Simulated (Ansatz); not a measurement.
`C[S][Cd][OH]`, relaxed with RKS PBE0-D4/def2-TZVP in Ansatz 0.2.0 from a GFN2-xTB geometry. The force threshold is 0.005 eV/Å; the program also tests the step.

Charge 0, multiplicity 1. Cd takes the def2 core potential.

Start:

```xyz
8

C    -0.978   -0.894    0.276
S    -0.729    0.236    1.692
Cd    0.858    1.616    0.578
O     1.646    0.924   -1.086
H    -1.433   -1.793    0.681
H    -1.653   -0.430   -0.442
H    -0.018   -1.131   -0.183
H     2.308    1.471   -1.516
```

Question: How much energy does the relaxation release, and in how many steps? (Estimate.)

Answer: Ansatz gave: 74.90 kJ/mol, in 12 steps.

Question: Which bonds change most? (Estimate.)

Answer: Computed: S2–Cd3 from 2.380 to 2.318 Å; C1–S2 from 1.829 to 1.822 Å; C1–H5 from 1.086 to 1.090 Å; Cd3–O4 from 1.968 to 1.971 Å.

Question: Give the relaxed structure. (Best estimate.)

Answer: The calculation gave: 
```xyz
8

C    -1.289   -1.101    0.452
S    -0.408    0.115    1.483
Cd    1.179    0.977    0.030
O     2.613    1.642   -1.147
H    -2.053   -1.542    1.094
H    -1.784   -0.634   -0.398
H    -0.630   -1.897    0.107
H     2.371    2.441   -1.621
```
